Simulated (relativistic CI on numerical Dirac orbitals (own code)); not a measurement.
# Radial parameters of Au⁵³⁺

Calculated at this level of theory: Dirac-Coulomb-Breit CI, KLI orbitals optimised for each configuration, a model potential for QED, unscaled Slater integrals (own radial code, finite nucleus).

Slater integrals F^k, G^k are unscaled and averaged over j, outside the closed core [Ne]; ζ comes from projecting the Hamiltonian with its Breit term on Σ l·s of the shell.

- 3s2 3p6 3d8: F^2(3d,3d) = 637940, F^4(3d,3d) = 411690, ζ(3d) = 300020 cm⁻¹; <r>(3d) = 0.1598, <r^2>(3d) = 0.02963 (bohr units).
- 3s2 3p5 3d9: ζ(3p) = 2.3283e+06, F^2(3p,3d) = 555430, G^1(3p,3d) = 595090, G^3(3p,3d) = 395700, ζ(3d) = 297860 cm⁻¹; <r>(3p) = 0.1773, <r^2>(3p) = 0.03649, <r>(3d) = 0.16, <r^2>(3d) = 0.0297 (bohr units).
- 3s2 3p4 3d10: F^2(3p,3p) = 550220, ζ(3p) = 2.3273e+06 cm⁻¹; <r>(3p) = 0.1774, <r^2>(3p) = 0.03654 (bohr units).

**Question.** Give the Racah parameters of the d shell in 3s2 3p6 3d8.

**Answer.** B = F²/49 − 5F⁴/441 = 8352 cm⁻¹ and C = 35F⁴/441 = 32674 cm⁻¹.

Averages of the first 10 configurations, taken without configuration mixing, which lowers the lowest level and can move excited configurations by several eV; other configurations of the list can lie among them:

| Configuration | Parity | States | Average energy above the lowest level (eV) |
| --- | --- | --- | --- |
| 3s2 3p6 3d8 | even | 45 | 81.5 |
| 3s2 3p5 3d9 | odd | 60 | 687.5 |
| 3s2 3p4 3d10 | even | 15 | 1302.4 |
| 3s 3p6 3d9 | even | 20 | 1239.8 |
| 3p6 3d10 | even | 1 | 2410.0 |
| 3s 3p5 3d10 | odd | 12 | 1844.0 |
| 3s2 3p6 3d7 4s | even | 240 | 2091.5 |
| 3s2 3p6 3d7 4p | odd | 720 | 2300.5 |
| 3s2 3p4 3d9 4s | even | 300 | 3292.0 |
| 3s2 3p6 3d7 4d | even | 1200 | 2529.1 |
